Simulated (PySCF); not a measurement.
C5H11FSi3.
Bonds: C1–C2 (triple), C2–Si3, Si3–C4, C4–Si5, Si5–F6, Si5–C7, C7–Si8, Si8–C9, Si5–C9. Hydrogens: H10 on C1; H11, H12 on Si3; H13, H14 on C4; H15, H16 on C7; H17, H18 on Si8; H19, H20 on C9.

Definitions: NICS(0) = −σiso at the ring centroid; NICS(1) = −σiso and NICS(1)zz = −σzz at ±1 Å along the ring normal z. Level: GIAO PBE0/pcSseg-1 (PySCF, non-relativistic, gas phase) on the GFN2-xTB geometry, one conformer.

Ring bond lengths (Å), with Mayer bond orders in brackets: Si5–C7 1.910 (0.89), C7–Si8 1.920 (0.91), Si8–C9 1.920 (0.91), C9–Si5 1.909 (0.90).

Question: What do the NICS probes read (ppm)?

Answer: 
| ring | type | NICS(0) | NICS(1), two faces | NICS(1)zz, two faces | rms pucker (Å) | centre to ring atoms, mean (Å) |
| --- | --- | --- | --- | --- | --- | --- |
| Si5–C7–Si8–C9 | 4-membered ring with 2 Si; formal bonds all single | 0.3 | -0.9 / -1.8 | 4.5 / 4.0 | 0.02 | 1.35 |

Question: What do they say, and how far can they be read as aromaticity?

Answer: 
- Si5–C7–Si8–C9: mean NICS(1)zz 4.2 ppm, deshielded. Si5, C7, Si8, C9 have four or more neighbours; no verdict on aromaticity is drawn.

Question: What are the shieldings of the ring atoms and their hydrogens in the same run (means over atoms taken as equivalent)?

Answer: 
```csv
atoms,environment,σ isotropic (ppm),"principal values of the symmetric part, first atom (ppm)"
Si5,fluorine-bound silicon,307.2,"282.1, 288.0, 351.6"
C7 (×2),sp3 carbon bound to silicon,178.4,"149.9, 179.8, 203.1"
Si8,SiH2 silicon,401.4,"367.9, 410.0, 426.2"
H15 (×2),methylene hydrogen,30.76,"26.4, 27.8, 37.8"
H16 (×2),methylene hydrogen,31.00,"26.9, 28.7, 37.3"
H17,Si–H hydrogen,27.09,"23.9, 24.5, 32.9"
H18,Si–H hydrogen,27.14,"24.3, 24.6, 32.5"
```

The run took 92 s on an Arm Neoverse N1 with one thread, on a shared host, and the process peaked at 1.1 GiB of memory. This is the whole shielding run at PBE0/pcSseg-1, SCF included.

Conformer computed: `[CH:1]#[C:2][SiH2:3][CH2:4][Si:5]1([F:6])[CH2:7][SiH2:8][CH2:9]1`: C2–Si3–C4–Si5 178°, Si3–C4–Si5–F6 -57°.
